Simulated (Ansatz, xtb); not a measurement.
**Relaxing a trial structure of C2H8Si2+**

The starting geometry of this gas-phase doublet was built from a drawn formula by distance geometry and a force field; its bonds are those of `[CH2][C@H]([SiH2+])[SiH3]`.

```tsv
atom	x (Å)	y (Å)	z (Å)
C	0.9664	3.2118	-0.6159
C	0.5326	2.1532	0.3571
Si	1.3393	0.4872	0.1371
Si	-1.2934	1.8076	0.3596
H	1.4186	4.1780	-0.2268
H	0.8488	3.0726	-1.7029
H	0.7973	2.5495	1.3478
H	0.9792	-0.1094	-1.1840
H	0.9438	-0.4380	1.2267
H	-1.8165	1.3302	-0.9725
H	-1.7032	0.8744	1.4150
H	-2.0550	3.0623	0.6239
```

Where would you expect an optimisation with r2SCAN-D4/def2-SVP to take it?

It keeps its links, though one stretches towards breaking, and is `[CH2][C@H]([SiH2+])[SiH3]`. Distances that change by over a tenth: C2–Si4 (1.86 → 2.07 Å).

The energy falls by 0.79 eV over 14 steps:

```
step  E − E(last) (eV)
   1             0.792
   2             0.239
   4             0.046
   5             0.038
   7             0.004
   8             0.001
  10             0.000
  11             0.000
  13             0.000
  14             0.000
```

Final geometry (Å):

```json
{"atom": "C", "x (Å)": "0.8120", "y (Å)": "3.1477", "z (Å)": "-0.5874"}
{"atom": "C", "x (Å)": "0.7358", "y (Å)": "2.1311", "z (Å)": "0.3973"}
{"atom": "Si", "x (Å)": "1.1951", "y (Å)": "0.3631", "z (Å)": "0.1412"}
{"atom": "Si", "x (Å)": "-1.3223", "y (Å)": "1.9302", "z (Å)": "0.3278"}
{"atom": "H", "x (Å)": "0.8819", "y (Å)": "4.2021", "z (Å)": "-0.2994"}
{"atom": "H", "x (Å)": "0.7837", "y (Å)": "2.9190", "z (Å)": "-1.6592"}
{"atom": "H", "x (Å)": "0.8636", "y (Å)": "2.4762", "z (Å)": "1.4400"}
{"atom": "H", "x (Å)": "1.2464", "y (Å)": "-0.1320", "z (Å)": "-1.2534"}
{"atom": "H", "x (Å)": "0.8765", "y (Å)": "-0.5648", "z (Å)": "1.2471"}
{"atom": "H", "x (Å)": "-1.6526", "y (Å)": "1.4656", "z (Å)": "-1.0409"}
{"atom": "H", "x (Å)": "-1.6554", "y (Å)": "0.9506", "z (Å)": "1.3946"}
{"atom": "H", "x (Å)": "-1.8071", "y (Å)": "3.2903", "z (Å)": "0.6574"}
```

From the same start GFN2-xTB ends elsewhere, at `[SiH2+][CH]C[SiH3]`.

No frequencies were run, so the end isn't proven a minimum. Open shells are spin-unrestricted. Run with Ansatz 0.2.0, 100 s on 2 threads of Arm Neoverse V1, with other jobs on the host.
